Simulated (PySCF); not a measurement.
Method: B3LYP-D3(BJ)/def2-TZVP // r2SCAN-D4/def2-SVP run with PySCF 2.14.0. Gas-phase values, no solvent. B3LYP has the VWN-RPA correlation part, as in Gaussian. 

Reference species: [Hf(Cl)3(F)] (neutral, multiplicity 1).

HOMO: -9.42 eV
charge on the central atom (Mulliken): 1.35 e

Changed species: [Hf(Cl)4] (0 of 4 Cl replaced by F; the reference has 1 of 4 Cl replaced by F).

What does the change do to the HOMO and charge on the central atom (Mulliken)?

the HOMO stays essentially unchanged; the charge on the central atom (Mulliken) falls by 0.14 e, to 1.21 e.
